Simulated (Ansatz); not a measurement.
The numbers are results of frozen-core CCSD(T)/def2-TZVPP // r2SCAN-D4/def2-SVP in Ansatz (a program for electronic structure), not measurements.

Ansatz 0.2 input:
```yaml
crystal:
  periodic: [false, false, false]
  atoms:
    - { symbol: Zn, position_ang: [0.0, 0.0, 0.0] }
    - { symbol: F, position_ang: [1.575205, -0.684358, 0.137753] }
    - { symbol: F, position_ang: [-1.575205, 0.684359, -0.137753] }
basis:
  gaussian: { orbitals: def2-TZVPP }
correlation:
  method: ccsd_t
```

Output:

```
Functional definition: HF
873 factors; integrals over basis functions are off by at most 9.8e-4 eV
mean field evaluation 1: about -53789.0199 eV, gradient 4.4e1 eV
mean field evaluation 2: about -53789.2027 eV, gradient 4.4e1 eV
mean field evaluation 4: about -53792.2261 eV, gradient 3.8e0 eV
mean field evaluation 8: about -53792.2598 eV, gradient 6.2e-1 eV
mean field evaluation 16: about -53789.0199 eV, gradient 4.4e1 eV
mean field -53792.26049588 eV, -1976.8291115197 hartree, gradient 2.8e-6 eV, S^2 0.000000; 0 other end points of the search recorded, 0 dependent functions left out
7 core orbitals not correlated
reference -53792.26049588 eV, -1976.8291115197 hartree; 17, 17 occupied and 102, 102 virtual orbitals, 873 factors
second order -36.31039105 eV of doubles, -0.00000000 eV of singles
cycle   1  -32.63727657 eV  change     3.7e0 eV  update   1.6e-1
cycle   2  -33.86930824 eV  change    -1.2e0 eV  update   7.1e-2
cycle   3  -34.06819073 eV  change   -2.0e-1 eV  update   2.6e-2
cycle   4  -34.02835935 eV  change    4.0e-2 eV  update   1.2e-2
cycle   5  -33.99992049 eV  change    2.8e-2 eV  update   3.9e-3
cycle   6  -34.00517548 eV  change   -5.3e-3 eV  update   1.6e-3
cycle   7  -34.00594787 eV  change   -7.7e-4 eV  update   6.4e-4
cycle   8  -34.00536815 eV  change    5.8e-4 eV  update   2.1e-4
cycle   9  -34.00557161 eV  change   -2.0e-4 eV  update   6.3e-5
cycle  10  -34.00566232 eV  change   -9.1e-5 eV  update   1.8e-5
cycle  11  -34.00561080 eV  change    5.2e-5 eV  update   6.8e-6
cycle  12  -34.00560798 eV  change    2.8e-6 eV  update   2.7e-6
perturbative correction -0.82430551 eV, -0.0302926686 hartree
Total energy: -53827.09040937 eV, -1978.1090872319 hartree
```

Cost: very roughly 25 core-seconds.
